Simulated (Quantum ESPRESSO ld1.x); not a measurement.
Values are calculated unless marked as measured or tabulated.
Pd32+, 14 electrons, occupied as [Ne] 3s2 3p2. Level of theory: scalar-relativistic Kohn-Sham, LDA (Slater exchange, VWN5 correlation), spin-polarised, spherical densities, point nucleus; open shells are filled with parallel spins first (ld1.x of Quantum ESPRESSO 7.5).

Unscreened Slater integrals over Kohn-Sham orbitals (hartree). They are taken over the spin-up orbitals.

integral,value
"F0(3p,3p)",2.7774
"F2(3p,3p)",1.3976
"F0(3p,3s)",2.7266
"G1(3p,3s)",1.7628
"F0(3p,2p)",3.6736
"F2(3p,2p)",0.93596
"G0(3p,2p)",0.37361
"G2(3p,2p)",0.41152
"F0(3p,2s)",3.5616
"G1(3p,2s)",0.29655
"F0(3s,3s)",2.6858
"F0(3s,2p)",3.5189
"G1(3s,2p)",0.36467
"F0(3s,2s)",3.4418
"G0(3s,2s)",0.29051
"F0(2p,2p)",7.6723
"F2(2p,2p)",3.6465
"F0(2p,2s)",7.0260
"G1(2p,2s)",3.9885
"F0(2s,2s)",6.6180

Derived for the open shells (J is the average intra-shell exchange parameter used in DFT+U). 3p: J = F2/5 = 0.2795 hartree.
